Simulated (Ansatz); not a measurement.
Cost and result for the atomization energy of CH3FOSeSi, SMILES `O[Si]1(F)C[Se]1` (8 atoms, 8 bonds).

Charge 0, multiplicity 1. Correlated methods include outer-core shells of Se, which these sets cover unevenly. Scalar relativity is left out up to krypton. The geometry is a stationary point of PBE0-D4/def2-TZVP. It is one conformer, not always the lowest. Program: Ansatz. All runs use 4 threads of an Arm Neoverse V1 on a shared host. Times are those of one run each, without the atoms' runs, and a repeat can differ threefold. Electronic energies, without spin–orbit coupling; frozen cores. CCSD(T)/CBS adds CCSD(T) − MP2 in def2-TZVPP to the MP2 limit, and its time is that of the two runs behind it. T1 = 0.011. With those shells the extrapolation isn't a true limit. B3LYP takes the VWN-RPA correlation (the form of Gaussian; ORCA's B3LYP/G).

CCSD(T)/CBS is a level of theory with its own doubt, some kJ/mol a heavy atom from the limit and from the frozen cores, so smaller differences don't rank the functionals.

| level | functions | wall time | atomization (kcal/mol) | difference from CCSD(T)/CBS | per bond |
| --- | --- | --- | --- | --- | --- |
| PBE-D4/def2-TZVPP (with forces) | 225 | 2.6 s | 757.8 | 11.9 | 1.5 |
| PBE0-D4/def2-TZVPP | 225 | 3.3 s | 739.0 | -6.9 | -0.9 |
| r2SCAN-D4/def2-TZVPP (with forces) | 225 | 4.9 s | 746.1 | 0.2 | 0.0 |
| B3LYP-D4/def2-TZVPP (with forces) | 225 | 5.5 s | 735.1 | -10.8 | -1.3 |
| B2PLYP/def2-TZVPP | 225 | 6 s | 731.3 | -14.6 | -1.8 |
| ωB97X-V/def2-TZVPP | 225 | 8.5 s | 742.8 | -3.1 | -0.4 |
| ωB97M-V/def2-TZVPP (with forces) | 225 | 13 s | 741.4 | -4.5 | -0.6 |
| MP2/def2-QZVPP | 420 | 21 s | 760.9 | 15.0 | 1.9 |
| CCSD(T)/def2-TZVPP | 225 | 2.8 min | 720.7 | -25.2 | -3.1 |
| CCSD(T)/CBS(def2) | – | 3.2 min | 745.9 | 0.0 | 0.0 |

The D4 term adds +8.1 kcal/mol with B3LYP and +4.1 kcal/mol with PBE0; it sums over pairs of atoms, weighted by their polarisabilities, and B3LYP, whose exchange is more repulsive, gets the larger term. In def2-TZVPP, CCSD(T) changes the Hartree–Fock value by +201.6 kcal/mol (the triples alone add +14.7 kcal/mol) and MP2 by +226.8 kcal/mol; breaking electron pairs costs correlation energy, which Hartree–Fock lacks. From PBE to PBE0 (25 % exact exchange), in def2-TZVPP and without D4, the atomization energy moves by −18.0 kcal/mol: exact exchange takes away binding that semilocal exchange gives to molecules.
